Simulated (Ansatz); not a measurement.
# Cost against result

Saddle point of Si4NH12O3F, singlet (Si₄H₉O₃F ([F][Si]([O][SiH3])([O][SiH3])[O][SiH3]) + NH₃ → Si₃NH₈O₂F ([NH2][Si]([F])([O][SiH3])[O][SiH3]) + SiH₄O ([OH][SiH3]); bonds formed: Si1–N10, O2–H9; bonds broken: Si1–O2, H9–N10), PBE0-D4/def2-TZVP structure:

```json
{"atom": "Si1", "x (Å)": "0.5407", "y (Å)": "-0.7080", "z (Å)": "1.4097"}
{"atom": "O2", "x (Å)": "0.1643", "y (Å)": "0.6001", "z (Å)": "-0.4394"}
{"atom": "Si3", "x (Å)": "-0.2319", "y (Å)": "1.3100", "z (Å)": "-1.8390"}
{"atom": "O4", "x (Å)": "-0.9307", "y (Å)": "-0.2420", "z (Å)": "1.8324"}
{"atom": "Si5", "x (Å)": "-2.1452", "y (Å)": "0.6404", "z (Å)": "1.1293"}
{"atom": "O6", "x (Å)": "0.8517", "y (Å)": "-1.8801", "z (Å)": "0.3651"}
{"atom": "Si7", "x (Å)": "0.5148", "y (Å)": "-2.1822", "z (Å)": "-1.2272"}
{"atom": "F8", "x (Å)": "1.1013", "y (Å)": "-1.3255", "z (Å)": "2.7773"}
{"atom": "H9", "x (Å)": "1.3296", "y (Å)": "1.0534", "z (Å)": "0.4103"}
{"atom": "N10", "x (Å)": "1.7634", "y (Å)": "0.6671", "z (Å)": "1.3260"}
{"atom": "H11", "x (Å)": "-1.2356", "y (Å)": "2.4005", "z (Å)": "-1.6468"}
{"atom": "H12", "x (Å)": "0.9729", "y (Å)": "1.9333", "z (Å)": "-2.4726"}
{"atom": "H13", "x (Å)": "-0.8075", "y (Å)": "0.3544", "z (Å)": "-2.8302"}
{"atom": "H14", "x (Å)": "-3.2835", "y (Å)": "0.5060", "z (Å)": "2.0749"}
{"atom": "H15", "x (Å)": "-1.7761", "y (Å)": "2.0725", "z (Å)": "1.0414"}
{"atom": "H16", "x (Å)": "-2.5606", "y (Å)": "0.0981", "z (Å)": "-0.1843"}
{"atom": "H17", "x (Å)": "1.4051", "y (Å)": "-1.3995", "z (Å)": "-2.1167"}
{"atom": "H18", "x (Å)": "0.8086", "y (Å)": "-3.6258", "z (Å)": "-1.4124"}
{"atom": "H19", "x (Å)": "-0.9110", "y (Å)": "-1.9293", "z (Å)": "-1.5298"}
{"atom": "H20", "x (Å)": "2.7208", "y (Å)": "0.3479", "z (Å)": "1.2220"}
{"atom": "H21", "x (Å)": "1.7089", "y (Å)": "1.3090", "z (Å)": "2.1101"}
```

Barriers are electronic and count from the start structure reached by relaxing down the imaginary mode.

Computed with Ansatz 0.2.0 (basis: as named in each row); correlated methods freeze the cores. B3LYP uses VWN-RPA correlation. Extrapolation: Hartree–Fock as exp(−7.88 √X), correlation as X^−2.97.

Times are rough, for one single point on 4 threads of a shared host (AMD EPYC 7R13), with one NVIDIA H100 (or a share of it) where marked.

The estimate by CCSD(T) at an estimated basis limit (MP2 extrapolated from triple and quadruple zeta, plus CCSD(T) − MP2 in triple zeta) is 140.7 kJ/mol.

| method | basis | time (s) | barrier (kJ/mol) | method less estimate |
| --- | --- | --- | --- | --- |
| HF | STO-3G | under 1 | 254.8 | 114.0 |
| PBE-D4 | STO-3G | 1 | 61.1 | -79.6 |
| SPW92 | def2-SVP | 2 | 57.2 | -83.5 |
| B3LYP-D4 | 6-31G | 3 | 88.6 | -52.2 |
| PBE-D4 | def2-SVP | 3 | 92.7 | -48.0 |
| BLYP-D4 | def2-TZVPP | 3 (H100) | 132.5 | -8.2 |
| BHLYP-D4 | def2-TZVPP | 3 (H100) | 159.6 | 18.9 |
| r2SCAN-D4 | def2-TZVPP | 3 (H100) | 128.7 | -12.0 |
| SPW92 | def2-TZVPP | 4 (H100) | 79.0 | -61.7 |
| PBE-D4 | def2-TZVPP | 4 (H100) | 113.7 | -27.1 |
| PBE0-D4 | def2-TZVPP | 4 (H100) | 128.1 | -12.6 |
| PBE0-D4 | def2-SVP | 4 | 106.4 | -34.3 |
| CAM-B3LYP-D4 | def2-TZVPP | 4 (H100) | 144.9 | 4.2 |
| B3LYP-D4 | def2-TZVPP | 4 (H100) | 143.3 | 2.5 |
| r2SCAN0-D4 | def2-TZVPP | 5 (H100) | 138.0 | -2.7 |
| B97M-V | def2-TZVPP | 6 (H100) | 144.7 | 4.0 |
| wB97X-V | def2-TZVPP | 6 (H100) | 139.3 | -1.5 |
| B2PLYP | def2-TZVPP | 6 (H100) | 149.2 | 8.5 |
| RPA on PBE | def2-TZVPP | 6 (H100) | 143.1 | 2.4 |
| CCSD(T) | def2-SVP | 8 (H100) | 132.2 | -8.6 |
| wB97M-V | def2-TZVPP | 8 (H100) | 133.7 | -7.0 |
| PBE-QIDH | def2-TZVPP | 8 (H100) | 136.4 | -4.4 |
| MP2 | def2-QZVPP | 10 (H100) | 135.8 | -4.9 |
| wB97M-V | def2-SVP | 13 | 112.5 | -28.2 |
| CCSD(T) | def2-TZVPP | 74 (H100) | 141.2 | 0.5 |

All methods are single points on the PBE0-D4 structures.

No T1 diagnostic of these runs exceeds 0.013.

Labels in which every atom is bracketed show which atoms are joined, not bond orders.
